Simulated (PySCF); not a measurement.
## Electron correlation in Kr²⁺ (krypton, charge +2)

[Ar] 3d10 4s2 4p4, high-spin 3P determinant. Calculation: PySCF 2.14, in def2-SVP; no relativity, point nucleus. Frozen: [Ar] 3d10; 6 electrons correlated.

MP2 pair energies summed by pair of shells (mhartree):

```csv
pair,energy,share (%)
4p-4p,-39.37,49.6
4s-4p,-34.13,43.0
4s-4s,-5.92,7.5
```

Total MP2 correlation energy: -79.41 mhartree.

Same-spin part -19.48 and opposite-spin part -59.93 mhartree; SCS-MP2 scales them by 1/3 and 6/5 to -78.41 mhartree.

| level | correlation energy (mhartree) |
| --- | --- |
| CCSD | -95.99 |
| (T) | -1.08 |
| CCSD(T) | -97.07 |

Diagnostics: T1 = 0.0058, D1 = 0.0198, largest double amplitude 0.053.

Cost of the coupled-cluster step: 0.23 s of wall time on 1 thread of Neoverse-N1 (shared host), for 6 correlated electrons.
